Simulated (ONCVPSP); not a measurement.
# Before and after: ONCV potential for antimony

- Element: antimony (Sb)
- Generator: ONCVPSP 4.0.1
- Type: optimised norm-conserving Vanderbilt (ONCV)
- Functional: PBEsol
- Relativity: scalar-relativistic
- Frozen core: [Ar] 3d10
- Valence charge: 23
- Reference configuration: 4s2 4p6 4d10 5s1.5 5p3.5
- Partial waves: 4s+5s: rc 1.40 bohr, ncon 3, nbas 6, qcut 7.1 1/bohr, 2 projectors; 4p+5p: rc 1.30 bohr, ncon 4, nbas 7, qcut 9 1/bohr, 2 projectors; 4d: rc 1.30 bohr, ncon 4, nbas 9, qcut 14 1/bohr, local
- Local potential: the d channel
- Core correction: none

Change: s: rc 1.84.

Cutoffs: the cutoffs (Ha) at which the residual kinetic energy of the hardest occupied pseudo-wave falls to 1 and 0.1 mHa per electron; they do not see the model core or the augmentation charge, which bear on the density cutoff. Errors are all-electron minus pseudo energies relative to the spin-unpolarised reference configuration.

**Question.** What does the change do?

**Answer.** The potential gets neither clearly harder nor softer (52 Ha and 63 Ha → 52 Ha and 63 Ha); the d channel sets the loose cutoff, while the largest relative change is in s, which becomes softer; the errors of the 4 common tests hardly move; neither file shows a bound ghost.

```tsv
quantity	base	changed
cutoff, loose	52 Ha	52 Ha
cutoff, tight	63 Ha	63 Ha
loose cutoff by channel	s 21 Ha, p 24 Ha, d 52 Ha	s 14 Ha, p 24 Ha, d 52 Ha
bound ghosts	none	none
GHOST(+) flags under 300 eV	s at 211.0 eV	none
error for 4s2 4p6 4d10 5s2 5p3, meV [ΔE -4.04 eV]	0.0	-0.1
error for 4s2 4p6 4d10 5s2 5p2, meV [ΔE 4.30 eV]	-1.5	-1.6
error for 4s2 4p6 4d10 5s2 5p1, meV [ΔE 20.31 eV]	-4.4	-4.3
error for 4s2 4p6 4d10 5s2 5p2.5, meV [ΔE -0.77 eV]	-0.6	-0.6
p: phases at 1.32 bohr within 0.05 rad from the reference energy up to (Ha; the scan ends near 5)	to the end of the scan	to the end of the scan
d: phases at 1.32 bohr within 0.05 rad from the reference energy up to (Ha; the scan ends near 5)	4.2	4.2
```
